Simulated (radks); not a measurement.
Q: Radial electron density D(r) = 4 pi r^2 rho(r) of an atom or ion with 1 electrons. All-electron calculation, scalar-relativistic Kohn-Sham, PBE, spin-polarised, spherical densities, finite nucleus; Fermi nuclear charge, rms radius of each element as measured or else 0.836 A^(1/3) + 0.57 fm. Program: a radial shooting solver on a logarithmic mesh with Libxc functionals.

r (bohr)  D(r) (e/bohr)
0.002666          1.822
0.002865          2.058
0.003104          2.353
0.003336          2.651
0.003613          3.021
0.003883          3.393
0.004173          3.804
0.004521          4.312
0.004858          4.816
0.005263          5.434
0.005656          6.043
0.006078          6.704
0.006584          7.502
0.007075          8.278
0.007665          9.202
0.008237          10.09
0.008852          11.02
0.009589          12.11
0.01031           13.12
0.01116           14.27
0.012             15.32
0.01289           16.37
0.01397           17.50
0.01501           18.48
0.01613           19.39
0.01747           20.29
0.01878           20.98
0.02034           21.57
0.02186           21.92
0.02349           22.08
0.02545           22.00
0.02735           21.68
0.02963           21.06
0.03184           20.25
0.03421           19.22
0.03706           17.83
0.03983           16.40
0.04315           14.66
0.04637           13.00
0.04983           11.32
0.05398           9.466
0.05801           7.873
0.06284           6.237
0.06753           4.921
0.07258           3.776
0.07862           2.716
0.08449           1.951
0.09153           1.297
0.09836          0.8630
0.1057           0.5513
0.1145           0.3183
0.1231           0.1847
0.1333          0.09503
0.1433          0.04931

What is the nuclear charge?

A: Z = 40. The innermost maximum, from 1s, lies near gamma/Z bohr with gamma = sqrt(1 - (Z/c)^2) = 0.956, here 0.0239 bohr (found: 0.0239), and its height grows with Z. The density is that of the zirconium ion Zr39+ in 1s1; the configuration itself is not fixed sharply by these data, and Z only to a few units. D(r) has 1 maximum, at r = 0.0239 bohr.
